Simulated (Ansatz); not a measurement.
Ansatz (an electronic-structure program) input (B3LYP/6-31G*):

Ansatz 0.2 input:
```yaml
crystal:
  periodic: [false, false, false]
  atoms:
    - {symbol: C, position_ang: [-2.42052672, 0.01385909, 0.16145878]}
    - {symbol: C, position_ang: [-1.08161746, 0.32423685, 0.23955188]}
    - {symbol: C, position_ang: [0.02501162, -0.53055253, 0.45805453]}
    - {symbol: Cl, position_ang: [1.63034984, 0.09236207, -0.35183033]}
    - {symbol: H, position_ang: [-3.18410435, 0.77943253, 0.29749942]}
    - {symbol: H, position_ang: [-2.76840457, -1.02009922, 0.16153589]}
    - {symbol: H, position_ang: [-0.83738013, 1.39355252, 0.24256967]}
    - {symbol: H, position_ang: [-0.06326286, -1.56830136, 0.12511956]}
basis:
  gaussian:
    orbitals: 6-31G*
hamiltonian:
  xc: {name: B3LYP}
total_charge: -1
phonons: {temperatures: {t_min: 298.15, t_max: 298.15, t_step: 100}}
```

Output:

```
Functional definition: B3LYP
integrals: 0.02 GiB planned
818 factors; integrals over basis functions are off by at most 4.5e-4 eV
mean field: 0.23 GiB planned
mean field evaluation 1: about -15694.4950 eV, gradient 3.3e1 eV
mean field evaluation 2: about -15690.9619 eV, gradient 4.6e1 eV
mean field evaluation 4: about -15697.2319 eV, gradient 3.7e0 eV
mean field evaluation 8: about -15697.2783 eV, gradient 8.0e-2 eV
mean field evaluation 16: about -15697.2783 eV, gradient 7.3e-5 eV
mean field -15697.27827676 eV, -576.8643366734 hartree, gradient 7.3e-5 eV, S^2 0.000000; 0 other end points of the search recorded, 0 dependent functions left out
the calculation of the forces begins
reference -15697.27849907 eV, -576.8643448435 hartree; 20, 20 occupied and 52, 52 virtual orbitals, 818 factors
these checks for a lower state are left out or cut short: stability, starts, cluster_reference, orbital_swaps, neighbouring_geometries, increment
integrals: 0.02 GiB planned
818 factors; integrals over basis functions are off by at most 4.5e-4 eV
mean field: 0.23 GiB planned
mean field -15697.27805755 eV, -576.8643286177 hartree, gradient 1.7e-6 eV, S^2 0.000000; 0 other end points of the search recorded, 0 dependent functions left out
the calculation of the forces begins
reference -15697.27827994 eV, -576.8643367905 hartree; 20, 20 occupied and 52, 52 virtual orbitals, 818 factors
these checks for a lower state are left out or cut short: stability, starts, cluster_reference, orbital_swaps, neighbouring_geometries, increment
integrals: 0.02 GiB planned
818 factors; integrals over basis functions are off by at most 4.5e-4 eV
mean field: 0.23 GiB planned
mean field -15697.27806191 eV, -576.8643287780 hartree, gradient 1.9e-6 eV, S^2 0.000000; 0 other end points of the search recorded, 0 dependent functions left out
the calculation of the forces begins
reference -15697.27828416 eV, -576.8643369454 hartree; 20, 20 occupied and 52, 52 virtual orbitals, 818 factors
these checks for a lower state are left out or cut short: stability, starts, cluster_reference, orbital_swaps, neighbouring_geometries, increment
integrals: 0.02 GiB planned
818 factors; integrals over basis functions are off by at most 4.6e-4 eV
mean field: 0.23 GiB planned
mean field evaluation 32: about -15697.2781 eV, gradient 6.1e-5 eV
mean field -15697.27809400 eV, -576.8643299574 hartree, gradient 2.0e-6 eV, S^2 0.000000; 0 other end points of the search recorded, 0 dependent functions left out
the calculation of the forces begins
reference -15697.27831634 eV, -576.8643381282 hartree; 20, 20 occupied and 52, 52 virtual orbitals, 818 factors
these checks for a lower state are left out or cut short: stability, starts, cluster_reference, orbital_swaps, neighbouring_geometries, increment
integrals: 0.02 GiB planned
818 factors; integrals over basis functions are off by at most 4.5e-4 eV
mean field: 0.23 GiB planned
mean field -15697.27808982 eV, -576.8643298037 hartree, gradient 2.1e-6 eV, S^2 0.000000; 0 other end points of the search recorded, 0 dependent functions left out
the calculation of the forces begins
reference -15697.27831212 eV, -576.8643379731 hartree; 20, 20 occupied and 52, 52 virtual orbitals, 818 factors
these checks for a lower state are left out or cut short: stability, starts, cluster_reference, orbital_swaps, neighbouring_geometries, increment
integrals: 0.02 GiB planned
818 factors; integrals over basis functions are off by at most 4.5e-4 eV
mean field: 0.23 GiB planned
mean field -15697.27826047 eV, -576.8643360749 hartree, gradient 2.1e-6 eV, S^2 0.000000; 0 other end points of the search recorded, 0 dependent functions left out
the calculation of the forces begins
reference -15697.27848277 eV, -576.8643442444 hartree; 20, 20 occupied and 52, 52 virtual orbitals, 818 factors
these checks for a lower state are left out or cut short: stability, starts, cluster_reference, orbital_swaps, neighbouring_geometries, increment
integrals: 0.02 GiB planned
818 factors; integrals over basis functions are off by at most 4.5e-4 eV
mean field: 0.23 GiB planned
mean field -15697.27826246 eV, -576.8643361480 hartree, gradient 2.8e-6 eV, S^2 0.000000; 0 other end points of the search recorded, 0 dependent functions left out
the calculation of the forces begins
reference -15697.27848480 eV, -576.8643443188 hartree; 20, 20 occupied and 52, 52 virtual orbitals, 818 factors
these checks for a lower state are left out or cut short: stability, starts, cluster_reference, orbital_swaps, neighbouring_geometries, increment
integrals: 0.02 GiB planned
818 factors; integrals over basis functions are off by at most 4.5e-4 eV
mean field: 0.23 GiB planned
mean field -15697.27805690 eV, -576.8643285937 hartree, gradient 3.0e-6 eV, S^2 0.000000; 0 other end points of the search recorded, 0 dependent functions left out
[...]
mean field -15697.27827209 eV, -576.8643365021 hartree, gradient 1.6e-6 eV, S^2 0.000000; 0 other end points of the search recorded, 0 dependent functions left out
the calculation of the forces begins
reference -15697.27849440 eV, -576.8643446717 hartree; 20, 20 occupied and 52, 52 virtual orbitals, 818 factors
these checks for a lower state are left out or cut short: stability, starts, cluster_reference, orbital_swaps, neighbouring_geometries, increment
integrals: 0.02 GiB planned
818 factors; integrals over basis functions are off by at most 4.5e-4 eV
mean field: 0.23 GiB planned
mean field -15697.27825326 eV, -576.8643358101 hartree, gradient 1.8e-6 eV, S^2 0.000000; 0 other end points of the search recorded, 0 dependent functions left out
the calculation of the forces begins
reference -15697.27847557 eV, -576.8643439799 hartree; 20, 20 occupied and 52, 52 virtual orbitals, 818 factors
these checks for a lower state are left out or cut short: stability, starts, cluster_reference, orbital_swaps, neighbouring_geometries, increment
integrals: 0.02 GiB planned
818 factors; integrals over basis functions are off by at most 4.5e-4 eV
mean field: 0.23 GiB planned
mean field -15697.27825585 eV, -576.8643359053 hartree, gradient 1.5e-6 eV, S^2 0.000000; 0 other end points of the search recorded, 0 dependent functions left out
the calculation of the forces begins
reference -15697.27847818 eV, -576.8643440756 hartree; 20, 20 occupied and 52, 52 virtual orbitals, 818 factors
these checks for a lower state are left out or cut short: stability, starts, cluster_reference, orbital_swaps, neighbouring_geometries, increment
integrals: 0.02 GiB planned
818 factors; integrals over basis functions are off by at most 4.5e-4 eV
mean field: 0.23 GiB planned
mean field -15697.27817938 eV, -576.8643330948 hartree, gradient 8.4e-7 eV, S^2 0.000000; 0 other end points of the search recorded, 0 dependent functions left out
the calculation of the forces begins
reference -15697.27840172 eV, -576.8643412658 hartree; 20, 20 occupied and 52, 52 virtual orbitals, 818 factors
these checks for a lower state are left out or cut short: stability, starts, cluster_reference, orbital_swaps, neighbouring_geometries, increment
integrals: 0.02 GiB planned
818 factors; integrals over basis functions are off by at most 4.5e-4 eV
mean field: 0.23 GiB planned
mean field evaluation 256: about -15697.2782 eV, gradient 1.1e-6 eV
mean field -15697.27818041 eV, -576.8643331326 hartree, gradient 1.1e-6 eV, S^2 0.000000; 0 other end points of the search recorded, 0 dependent functions left out
the calculation of the forces begins
reference -15697.27840270 eV, -576.8643413019 hartree; 20, 20 occupied and 52, 52 virtual orbitals, 818 factors
these checks for a lower state are left out or cut short: stability, starts, cluster_reference, orbital_swaps, neighbouring_geometries, increment
integrals: 0.02 GiB planned
818 factors; integrals over basis functions are off by at most 4.5e-4 eV
mean field: 0.23 GiB planned
mean field -15697.27826914 eV, -576.8643363937 hartree, gradient 1.6e-6 eV, S^2 0.000000; 0 other end points of the search recorded, 0 dependent functions left out
the calculation of the forces begins
reference -15697.27849147 eV, -576.8643445638 hartree; 20, 20 occupied and 52, 52 virtual orbitals, 818 factors
these checks for a lower state are left out or cut short: stability, starts, cluster_reference, orbital_swaps, neighbouring_geometries, increment
integrals: 0.02 GiB planned
818 factors; integrals over basis functions are off by at most 4.5e-4 eV
mean field: 0.23 GiB planned
mean field -15697.27826737 eV, -576.8643363285 hartree, gradient 1.2e-6 eV, S^2 0.000000; 0 other end points of the search recorded, 0 dependent functions left out
the calculation of the forces begins
reference -15697.27848969 eV, -576.8643444985 hartree; 20, 20 occupied and 52, 52 virtual orbitals, 818 factors
these checks for a lower state are left out or cut short: stability, starts, cluster_reference, orbital_swaps, neighbouring_geometries, increment
integrals: 0.02 GiB planned
818 factors; integrals over basis functions are off by at most 4.5e-4 eV
mean field: 0.23 GiB planned
mean field -15697.27825944 eV, -576.8643360370 hartree, gradient 9.2e-7 eV, S^2 0.000000; 0 other end points of the search recorded, 0 dependent functions left out
the calculation of the forces begins
reference -15697.27848175 eV, -576.8643442069 hartree; 20, 20 occupied and 52, 52 virtual orbitals, 818 factors
these checks for a lower state are left out or cut short: stability, starts, cluster_reference, orbital_swaps, neighbouring_geometries, increment
integrals: 0.02 GiB planned
818 factors; integrals over basis functions are off by at most 4.5e-4 eV
mean field: 0.23 GiB planned
mean field -15697.27826314 eV, -576.8643361731 hartree, gradient 1.1e-6 eV, S^2 0.000000; 0 other end points of the search recorded, 0 dependent functions left out
the calculation of the forces begins
reference -15697.27848547 eV, -576.8643443434 hartree; 20, 20 occupied and 52, 52 virtual orbitals, 818 factors
these checks for a lower state are left out or cut short: stability, starts, cluster_reference, orbital_swaps, neighbouring_geometries, increment
integrals: 0.02 GiB planned
818 factors; integrals over basis functions are off by at most 4.5e-4 eV
mean field: 0.23 GiB planned
mean field -15697.27818360 eV, -576.8643332501 hartree, gradient 2.1e-6 eV, S^2 0.000000; 0 other end points of the search recorded, 0 dependent functions left out
the calculation of the forces begins
reference -15697.27840589 eV, -576.8643414191 hartree; 20, 20 occupied and 52, 52 virtual orbitals, 818 factors
these checks for a lower state are left out or cut short: stability, starts, cluster_reference, orbital_swaps, neighbouring_geometries, increment
integrals: 0.02 GiB planned
818 factors; integrals over basis functions are off by at most 4.5e-4 eV
mean field: 0.23 GiB planned
mean field evaluation 288: about -15697.2782 eV, gradient 8.3e-2 eV
mean field -15697.27818189 eV, -576.8643331873 hartree, gradient 2.5e-6 eV, S^2 0.000000; 0 other end points of the search recorded, 0 dependent functions left out
the calculation of the forces begins
reference -15697.27840424 eV, -576.8643413585 hartree; 20, 20 occupied and 52, 52 virtual orbitals, 818 factors
these checks for a lower state are left out or cut short: stability, starts, cluster_reference, orbital_swaps, neighbouring_geometries, increment
integrals: 0.02 GiB planned
818 factors; integrals over basis functions are off by at most 4.5e-4 eV
mean field: 0.23 GiB planned
mean field -15697.27826382 eV, -576.8643361980 hartree, gradient 2.5e-6 eV, S^2 0.000000; 0 other end points of the search recorded, 0 dependent functions left out
the calculation of the forces begins
reference -15697.27848612 eV, -576.8643443675 hartree; 20, 20 occupied and 52, 52 virtual orbitals, 818 factors
these checks for a lower state are left out or cut short: stability, starts, cluster_reference, orbital_swaps, neighbouring_geometries, increment
integrals: 0.02 GiB planned
818 factors; integrals over basis functions are off by at most 4.5e-4 eV
mean field: 0.23 GiB planned
mean field -15697.27826120 eV, -576.8643361018 hartree, gradient 2.4e-6 eV, S^2 0.000000; 0 other end points of the search recorded, 0 dependent functions left out
the calculation of the forces begins
reference -15697.27848354 eV, -576.8643442725 hartree; 20, 20 occupied and 52, 52 virtual orbitals, 818 factors
Total energy: -15697.27849907 eV, -576.8643448435 hartree
Atom 0 at    -2.420527     0.013859     0.161459 Å, force    -0.000643     0.000692    -0.000414 eV/Å
Atom 1 at    -1.081617     0.324237     0.239552 Å, force     0.000862     0.000169     0.000355 eV/Å
Atom 2 at     0.025012    -0.530553     0.458055 Å, force    -0.000377     0.000329    -0.001260 eV/Å
Atom 3 at     1.630350     0.092362    -0.351830 Å, force     0.000273    -0.000531     0.000188 eV/Å
Atom 4 at    -3.184104     0.779433     0.297499 Å, force     0.000102    -0.000659     0.000010 eV/Å
Atom 5 at    -2.768405    -1.020099     0.161536 Å, force     0.001035    -0.000120     0.000259 eV/Å
Atom 6 at    -0.837380     1.393553     0.242570 Å, force    -0.000494    -0.000402     0.000355 eV/Å
Atom 7 at    -0.063263    -1.568301     0.125120 Å, force    -0.000758     0.000522     0.000506 eV/Å
Dipole moment:     0.127383     0.064810    -0.163443 e Å
Vibrations: 168.06 242.59 360.77 503.88 536.81 645.46 796.38 971.66 1012.55 1197.51 1251.63 1298.84 1470.81 1601.17 3061.47 3089.79 3105.52 3169.23 cm⁻¹, zero-point energy 1.517824 eV
```

The blocks after the first are displaced geometries, from whose forces the wavenumbers follow.

The dipole moment of an ion depends on the origin.
